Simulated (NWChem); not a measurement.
System meant: SiH₃I; SMILES [SiH3]I

Here is an NWChem input.

```
start job
memory heap 200 mb stack 900 mb global 1100 mb
geometry units angstroms noautoz
  Si     0.000000     0.000000     1.799927
  I      0.000000     0.000000    -0.649111
  H      1.082660     0.906455     2.273763
  H      0.243683    -1.390839     2.273763
  H     -1.326343     0.484384     2.273763
end
basis spherical
  Si library def2-svp
  I library def2-svp
  H library def2-svp
end
ecp
  I library def2-ecp
end
dft
  xc b3lyp
  iterations 150
end
tddft
  cis
  nroots 4
  notriplet
end
task tddft energy
```

End of the output:

```
 Vector   24  Occ=0.000000D+00  E= 3.657259D-02  Symmetry=e
              MO Center=  6.7D-02,  2.9D-02,  1.7D+00, r^2= 4.0D+00
   Bfn.  Coefficient  Atom+Function         Bfn.  Coefficient  Atom+Function
  ----- ------------  ---------------      ----- ------------  ---------------
    11      1.242954  1 Si px                56      1.166289  5 H  s
    51     -0.933830  4 H  s                 12     -0.843032  1 Si py
    32     -0.237481  2 I  px                46     -0.232459  3 H  s
     8      0.189607  1 Si px                55      0.181831  5 H  s
    33      0.161071  2 I  py                50     -0.145590  4 H  s

 center of mass
 --------------
 x =   0.00000000 y =  -0.00000000 z =  -0.23656544

 moments of inertia (a.u.)
 ------------------
         566.903526172758           0.000000000000           0.000000000000
           0.000000000000         566.903526172758           0.000000000000
           0.000000000000           0.000000000000          21.527255095922

     Multipole analysis of the density
     ---------------------------------

     L   x y z        total         alpha         beta         nuclear
     -   - - -        -----         -----         ----         -------
     0   0 0 0     -0.000000    -21.000000    -21.000000     42.000000

     1   1 0 0     -0.000000     -0.000000     -0.000000      0.000000
     1   0 1 0     -0.000000     -0.000000     -0.000000     -0.000000
     1   0 0 1      0.486733    -16.029122    -16.029122     32.544977

     2   2 0 0    -31.764624    -21.222340    -21.222340     10.680056
     2   1 1 0      0.000000      0.000000      0.000000     -0.000000
     2   1 0 1      0.000000      0.000000      0.000000     -0.000000
     2   0 2 0    -31.764624    -21.222340    -21.222340     10.680056
     2   0 1 1      0.000000      0.000000      0.000000     -0.000000
     2   0 0 2    -28.570218   -143.778456   -143.778456    258.986694

 ------------------------------------------------------------------------
 tddft_init: non-Abelian symmetry not permitted                   0
 ------------------------------------------------------------------------
 ------------------------------------------------------------------------
  current input line :
    27: task tddft energy
 ------------------------------------------------------------------------
 ------------------------------------------------------------------------
 There is an error related to the specified geometry
 ------------------------------------------------------------------------
 For more information see the NWChem manual at https://nwchemgit.github.io

0:tddft_init: non-Abelian symmetry not permitted:Received an Error in Communication
```

Problem. Can this run be used? If not, why, and what is the fix?

Solution. The program stopped with an error. Cause: the TDDFT module takes Abelian point groups alone, and the geometry was found to have a non-Abelian one. This input runs:
```
start job
memory heap 200 mb stack 900 mb global 1100 mb
geometry units angstroms noautosym nocenter noautoz
  Si     0.000000     0.000000     1.799927
  I      0.000000     0.000000    -0.649111
  H      1.082660     0.906455     2.273763
  H      0.243683    -1.390839     2.273763
  H     -1.326343     0.484384     2.273763
end
basis spherical
  * library def2-svp
end
ecp
  I library def2-ecp
end
dft
  xc b3lyp
  iterations 150
end
tddft
  cis
  nroots 4
  notriplet
end
task tddft energy
```
It converges to -589.04527 Ha (B3LYP/def2-SVP with def2 effective core potentials on I, TDA).
